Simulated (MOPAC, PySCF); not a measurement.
H6GaN3, SMILES `[NH2][Ga]([NH2])[NH2]`, neutral singlet in the gas phase. 

Z-matrix (Å, degrees):
```
Ga
N 1 1.8250
H 2 1.0065 1 120.47
H 2 1.0066 3 110.38 1 -147.22
N 1 1.8250 2 120.16 3 21.50
H 5 1.0065 1 120.46 2 -21.51
H 5 1.0066 6 110.38 1 147.19
N 1 1.8276 2 119.89 3 -161.64
H 8 1.0073 1 119.45 2 -18.31
H 8 1.0073 9 109.96 1 143.67
```
Charge 0, multiplicity 1.

All levels are single points at this geometry (PBE0-D3(BJ)/def2-TZVP); Pople sets use spherical d functions. Orbital energies aren't observables, and empty levels follow the basis.

M06-2X/6-31G* in PySCF gives HOMO (eV) = -7.83.

Q: Estimate the HOMO (eV) from each of these levels: PBE-D3(BJ)/def2-TZVP in PySCF; PBE0-D3(BJ)/def2-TZVP in PySCF; B3LYP/6-31G* in PySCF; BP86/6-31G* in PySCF; PBE/6-31G* in PySCF; SVWN5/6-31G* in PySCF; HF/3-21G in PySCF; PM3 in MOPAC.

A: 
| level | HOMO (eV) |
|---|---|
| PBE-D3(BJ)/def2-TZVP in PySCF | -5.31 |
| PBE0-D3(BJ)/def2-TZVP in PySCF | -6.75 |
| B3LYP/6-31G* in PySCF | -6.10 |
| BP86/6-31G* in PySCF | -4.99 |
| PBE/6-31G* in PySCF | -4.89 |
| SVWN5/6-31G* in PySCF | -5.00 |
| HF/3-21G in PySCF | -9.72 |
| PM3 in MOPAC | -8.84 |
